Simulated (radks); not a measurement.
Kinetic energies: the exact non-interacting value of the Kohn-Sham orbitals and orbital-free approximations, in hartree. Species: I12+ [Kr] 4d5; In3+ [Kr] 4d10; Zn+ [Ar] 3d10 4s1. All-electron calculation, non-relativistic Kohn-Sham, exchange-only B88, spin-polarised, spherical densities, point nucleus. Program: a radial shooting solver on a logarithmic mesh with Libxc functionals. Every spin shell is full or empty, so the densities are truly spherical. Functionals are evaluated on that one density, not self-consistently.

| functional | I12+ | In3+ | Zn+ |
|---|---|---|---|
| exact | 6870.41 | 5738.40 | 1777.80 |
| Thomas-Fermi | 6509.8 | 5433.1 | 1664.7 |
| TF + vW | 9337.5 | 7834.4 | 2542.2 |
| TF + vW/5 | 7075.4 | 5913.3 | 1840.2 |
| LC94 | 6874.7 | 5742.7 | 1775.8 |
| Perdew 92 | 6824.6 | 5700.4 | 1762.4 |
| Thakkar | 6830.0 | 5706.3 | 1767.9 |
| LKT | 8175.5 | 6849.0 | 2192.8 |
| Ernzerhof | 6843.5 | 5716.2 | 1769.1 |
